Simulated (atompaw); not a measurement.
**Os PAW (atompaw): all-electron and pseudo phase curves**

atompaw 4.2.0.5 input, output lines left out:

```
Os 76
GGA-PBE scalarrelativistic loggrid 2001 logderivrange -9 5 351
6 6 5 4 0 0
6 0 1
6 1 1
5 2 6
0 0 0
c
c
c
c
v
v
c
c
c
v
v
c
c
v
c
2
2.70 2.30 2.25 2.65
n
n
y
0.65
n
modrrkj vanderbiltortho sinc
3 -0.5 vpsmatchnc
1.35
2.70
1.50
2.70
2.70
2.70
```

The phase is arctan(r·u′/u) with u = r·R(r), unwrapped; energies in Ry, scanned from -9 to 5 Ry. A pole is an energy at which the radial function vanishes at the test radius. The pseudo phase is shifted by a multiple of π to meet the all-electron one at the reference energy, and phase errors are pseudo minus all-electron; the curves can meet again beyond the range given. Levels narrower than the energy grid can be missing from the lists of poles.

| channel | radius (bohr) | reference energy (Ry) | poles, all-electron | poles, pseudo | unbroken range about the reference energy with phases within 0.05 rad | phase error 1 Ry above the reference energy (rad) |
| --- | --- | --- | --- | --- | --- | --- |
| s | 2.71 | -0.54 | -6.86, 1.35 | -6.86, 0.89, 2.22 | below 0.8 | -0.009 |
| p | 2.71 | -0.16 | -3.83, 2.93 | -3.83, 2.06, 4.93 | below 1.6 | -0.020 |
| d | 2.71 | -0.58 | -0.21 | -0.40, 1.26 | -0.6 to -0.6 | -0.261 |

Phases in the s channel:

```
E (Ry)  all-electron  pseudo
 -9.00         1.439   1.441
 -8.52         1.435   1.437
 -8.04         1.430   1.432
 -7.56         1.423   1.426
 -7.08         1.411   1.414
 -6.60        -1.720  -1.718
 -6.12        -1.732  -1.729
 -5.64        -1.742  -1.739
 -5.16        -1.753  -1.749
 -4.68        -1.765  -1.761
 -4.20        -1.780  -1.776
 -3.72        -1.799  -1.794
 -3.24        -1.824  -1.819
 -2.76        -1.859  -1.854
 -2.28        -1.913  -1.906
 -1.80        -2.005  -1.998
 -1.32        -2.201  -2.195
 -0.84        -2.800  -2.797
 -0.36        -3.958  -3.957
  0.12        -4.422  -4.423
  0.60        -4.590  -4.607
  1.08        -4.678  -4.985
  1.56        -4.736  -7.768
  2.04        -4.783  -7.838
  2.52        -4.828  -7.877
  3.00        -4.878  -7.905
  3.48        -4.942  -7.930
  3.96        -5.042  -7.954
  4.44        -5.238  -7.978
  4.92        -5.766  -8.005
```
